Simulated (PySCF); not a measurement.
# Reading the logs of faulty runs: B2GeH4N anion

All numbers below are calculated, not measured. The program is PySCF 2.14.0, an open-source quantum chemistry code, run on an isolated molecule that a program drew, which may never have been made. The molecule is B2GeH4N anion (charge -1, singlet), drawn as the SMILES string `[BH2][GeH-][B]=N`.

Each row is a Hartree-Fock (HF) and frozen-core CCSD(T) single point in the aug-cc-pVDZ basis, meant for a local HF minimum. Run 1 is clean. Each other run has one planted mistake out of seven kinds, and not every kind appears here: one electron removed, one electron added, multiplicity raised by two, geometry at a saddle point, minimal basis STO-3G, one bond length entered in bohr, all coordinates scaled. The reference is restricted for singlets and unrestricted otherwise, and also for a bond in bohr. Adding or removing an electron swaps singlet and doublet. Electrons count all cores. HOMO and LUMO are orbital energies over both spins, the gradient is its largest component, and the lowest frequency (negative if imaginary) is given only where the gradient is small. Bond lengths are over the 7 bonds as drawn. T1 is the CCSD diagnostic: over 0.02 (restricted) or 0.045 (unrestricted) a single reference is doubtful. Germanium has the aug-cc-pVDZ-PP basis, with a core potential (ECP10MDF) in place of its 10 inner electrons, and its 3s, 3p and 3d shells are frozen in CCSD(T).

Geometry of the clean run:
```xyz
8
B2GeH4N anion, angstrom
B    -1.3174    0.7989   -0.5812
Ge    0.6351    0.4874   -0.3365
B     1.0756   -1.2660    0.6495
N     1.4005   -2.3518    1.1738
H    -2.0658   -0.1180   -0.8332
H    -1.7667    1.9143   -0.7245
H     1.3743    1.5909    0.4785
H     1.5961   -3.1968    1.6326
```

| run | electrons | basis functions | <S^2> | HOMO (eV) | LUMO (eV) | gradient (hartree/bohr) | lowest frequency (cm^-1) | mean bond (Å) | longest bond (Å) | T1 | HF (hartree) | CCSD(T) (hartree) | mistake |
|---|---|---|---|---|---|---|---|---|---|---|---|---|---|
| 1 | 54 | 137 | 0.000 | -2.03 | 3.50 | 3.4e-05 | 84 | 1.4658 | 2.059 | 0.0246 | -399.53289 | -400.05174 | no fault |
| 2 | 54 | 137 | 0.944 | -1.86 | 3.45 | 2.7e-02 | - | 1.7191 | 3.765 | 0.0334 | -399.44359 | -399.92916 | one bond length entered in bohr |
| 3 | 54 | 137 | 0.000 | -1.71 | 3.44 | 5.5e-05 | -103 | 1.4499 | 2.032 | 0.0210 | -399.53193 | -400.05261 | ? |
| 4 | 54 | 137 | 0.000 | -1.92 | 3.49 | 9.1e-02 | - | 1.3808 | 1.940 | 0.0216 | -399.50318 | -400.01237 | ? |

**Which mistake was planted in run 3, and what did it cost?**

The gradient is small, so the point is stationary, but the lowest frequency is imaginary (-103 cm^-1). So the mistake is: geometry at a saddle point. Subtracting run 1 and multiplying by 627.51 kcal/mol a hartree, the energy moved by 0.6 kcal/mol in HF and -0.5 kcal/mol in CCSD(T).

**Which mistake was planted in run 4, and what did it cost?**

The mean and the longest bond both change by the same factor, 0.942, and the gradient is no longer small. So the mistake is: all coordinates scaled. Subtracting run 1 and multiplying by 627.51 kcal/mol a hartree, the energy moved by 18.6 kcal/mol in HF and 24.7 kcal/mol in CCSD(T).

Cautions from the logs. Run 1: T1 is over the limit, so its CCSD(T) energy is less reliable; run 3: T1 is over the limit, so its CCSD(T) energy is less reliable; run 4: T1 is over the limit, so its CCSD(T) energy is less reliable.
